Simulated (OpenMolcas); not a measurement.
Consider [Cu2(μ-Cl)2(H2O)4]2+, a planar model complex in vacuum (2 bridging Cl, bridge angle 94°, metal-metal distance 3.44 Å, Cu–Cl 2.35 Å; typed geometry, not optimised).

```xyz
16

Cu    -1.7180     0.0000     0.0000
Cu     1.7180     0.0000     0.0000
Cl     0.0000     1.6020     0.0000
Cl     0.0000    -1.6020     0.0000
O     -3.1039     1.3859     0.0000
H     -3.5167     1.7987     0.7747
H     -3.5167     1.7987    -0.7747
O     -3.1039    -1.3859     0.0000
H     -3.5167    -1.7987     0.7747
H     -3.5167    -1.7987    -0.7747
O      3.1039     1.3859     0.0000
H      3.5167     1.7987     0.7747
H      3.5167     1.7987    -0.7747
O      3.1039    -1.3859     0.0000
H      3.5167    -1.7987     0.7747
H      3.5167    -1.7987    -0.7747
```

Question: Give the energies of the total-spin states at CASSCF(2,2) on the singly occupied d orbitals (ANO-RCC-VDZP on Cu, Cl, O and ANO-RCC-VDZ on H, scalar-relativistic DKH2, RICD, no spin-orbit coupling, OpenMolcas), and the exchange constant.

Answer: Local spins 1/2 and 1/2.

| total S | E (cm⁻¹) | natural occupations, lowest and highest |
|---|---|---|
| 1 | 0.0 | 1.000, 1.000 |
| 0 | 21.5 | 0.994, 1.006 |

J = 10.8 cm⁻¹ (ferromagnetic).

J is defined by H = −2J S1·S2, so negative values are antiferromagnetic. Wave-function values come from the highest and lowest total spin; broken-symmetry values use Yamaguchi's formula with the computed ⟨S²⟩. The active space holds the singly occupied metal orbitals alone, without bridging-ligand orbitals. No row is a measured value.
